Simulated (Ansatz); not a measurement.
Abridged output of a molecular run in Ansatz:

```
Functional definition: HF
  name "HF"
  cite "Fock, Z. Phys. 61, 126 (1930) doi:10.1007/BF01340294"
  parent pbe
  exchange = exact_x
  correlation = 0
these checks for a lower state are left out or cut short: cluster_reference
1448 factors; integrals over basis functions are off by at most 1.1e-3 eV
mean field evaluation 1: about -9992.0758 eV, gradient 3.2e1 eV
mean field evaluation 2: about -9992.0817 eV, gradient 3.2e1 eV
mean field evaluation 4: about -9996.8621 eV, gradient 3.1e0 eV
mean field evaluation 8: about -9997.0089 eV, gradient 2.2e-1 eV
mean field -9997.00988279 eV, -367.3833369757 hartree, gradient 5.7e-6 eV, S^2 0.811386; 0 other end points of the search recorded, 0 dependent functions left out
7 core orbitals not correlated: weight in the atoms' cores, before any rotation towards them, 1.000 or more for the frozen orbitals, at most 0.000 for the correlated occupied ones
reference -9997.00988279 eV, -367.3833369757 hartree; 17, 16 occupied and 189, 190 virtual orbitals, 1448 factors
second order -23.74350616 eV of doubles, -0.00000000 eV of singles
cycle   1  -23.58139147 eV  change    1.6e-1 eV  update   1.2e-1
cycle   2  -24.13320514 eV  change   -5.5e-1 eV  update   4.4e-2
cycle   3  -24.30222672 eV  change   -1.7e-1 eV  update   2.8e-2
cycle   4  -24.30900147 eV  change   -6.8e-3 eV  update   9.4e-3
cycle   5  -24.29985848 eV  change    9.1e-3 eV  update   4.1e-3
cycle   6  -24.29995030 eV  change   -9.2e-5 eV  update   1.5e-3
cycle   7  -24.30056476 eV  change   -6.1e-4 eV  update   7.4e-4
cycle   8  -24.30042165 eV  change    1.4e-4 eV  update   3.2e-4
cycle   9  -24.30045236 eV  change   -3.1e-5 eV  update   1.9e-4
cycle  10  -24.30053848 eV  change   -8.6e-5 eV  update   8.4e-5
cycle  11  -24.30045204 eV  change    8.6e-5 eV  update   4.1e-5
cycle  12  -24.30048028 eV  change   -2.8e-5 eV  update   2.2e-5
cycle  13  -24.30048074 eV  change   -4.6e-7 eV  update   1.1e-5
perturbative correction -0.82370583 eV, -0.0302706309 hartree
Total energy: -10022.13406936 eV, -368.3066338025 hartree
Checks for a lower state left out: cluster_reference
```

Its atoms:

```xyz
9

C     0.839    0.451    0.113
C    -0.519    0.115    0.674
In   -1.401   -1.610   -0.546
F    -0.727   -1.281   -2.392
H     1.235    1.355    0.592
H     0.803    0.636   -0.962
H     1.565   -0.347    0.287
H    -0.523   -0.211    1.713
H    -1.271    0.892    0.522
```

Problem. Which basis set was used?
A. def2-QZVPP
B. def2-TZVPP
C. def2-SVPD
D. def2-SVP

Solution. B. It gives 213 functions.

Problem. Write the keys of the input that set method, charge and spin (a neutral closed shell needs none for the last two).

Solution. 
```yaml
magnetization: {spin_polarized: true, initial_magnetization: 1}
correlation: {method: ccsd_t}
scf: {omitted_lower_state_checks: [cluster_reference]}
```
